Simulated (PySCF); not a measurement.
**C₆ coefficients of unlike pairs at PBE**

Calculated with PySCF 2.14 from the dipole response of each species, C₆(A,B) = (3/π) ∫ α_A(iu) α_B(iu) du, in atomic units, from isotropic polarisabilities. For ions this is the dispersion term alone; charge-induced terms of lower order in 1/R come first.

```csv
species,configuration,basis,relativity,α (bohr³),C₆ (like pair)
Te⁺,[Kr] 4d10 5s2 5p3 (4S),aug-cc-pVTZ-PP with ECP28MDF (6s5p4d2f),core potential,22.57,185.9
Co,[Ar] 3d7 4s2 (4F),aug-cc-pVDZ-DK (7s6p4d2f),spin-free X2C,52.90,441.4
Ti,[Ar] 3d2 4s2 (3F),aug-cc-pVTZ (8s7p5d3f2g),none,106.7,1242
Li⁺,1s2 (1S),def2-QZVPPD (6s4p2d1f),none,0.1630,0.05397
```

Question: Estimate C₆ for Li⁺ with Co.

Answer: The integral gives 2.887. The combination rule 2 C_A C_B / (C_A α_B/α_A + C_B α_A/α_B) gives 2.524 and the geometric mean 4.881.

No spin-orbit coupling is included.

The other pairs:

| pair | C₆ |
| --- | --- |
| Li⁺, Te⁺ | 2.368 |
| Ti, Te⁺ | 417.0 |
| Li⁺, Ti | 4.084 |
| Co, Te⁺ | 268.5 |
| Ti, Co | 729.2 |
